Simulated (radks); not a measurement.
The numbers below are computed, except where a source is named.
The iodine ion I3.25+, configuration [Kr] 4d10 5s2 5p(1/2: 1.75, 3/2: 0) (fractional occupations, a model configuration). Level of theory: Dirac Kohn-Sham, BLYP, spin-unpolarised, spherical densities, finite nucleus; Fermi nuclear charge, rms radius 4.75 fm (a radial shooting solver on a logarithmic mesh with Libxc functionals). Some entries of the table are withheld. Estimate them.

orbital  occ.  eigenvalue (eV)  <r> (bohr)  <r^2> (bohr^2)
1s1/2       2        -32998.62     0.02722        0.001005
2s1/2       2        -5126.605      0.1167         0.01613
2p1/2       2        -4812.822     0.09845         0.01193
2p3/2       4        -4513.939      0.1041         0.01321
3s1/2       2        -1062.533      0.3138          0.1127
3p1/2       2        -932.7283      0.3040             (1)
3p3/2       4        -876.4934      0.3156             (2)
3d3/2       4        -647.5858      0.2865         0.09722
3d5/2       6        -635.7577      0.2901         0.09957
4s1/2       2              (3)      0.7394             (4)
4p1/2       2        -169.7909      0.7719          0.6791
4p3/2       4        -158.7881      0.8000          0.7294
4d3/2       4         -85.8359      0.9094          0.9662
4d5/2       6         -84.1027      0.9204          0.9897
5s1/2       2         -48.8720       1.821             (5)
5p1/2    1.75         -37.6216       2.054           4.744
5p3/2       0         -36.1363       2.123           5.065

Answer. 
(1) 3p1/2 <r^2> (bohr^2): 0.1074
(2) 3p3/2 <r^2> (bohr^2): 0.1155
(3) 4s1/2 eigenvalue (eV): -215.1209
(4) 4s1/2 <r^2> (bohr^2): 0.6179
(5) 5s1/2 <r^2> (bohr^2): 3.716
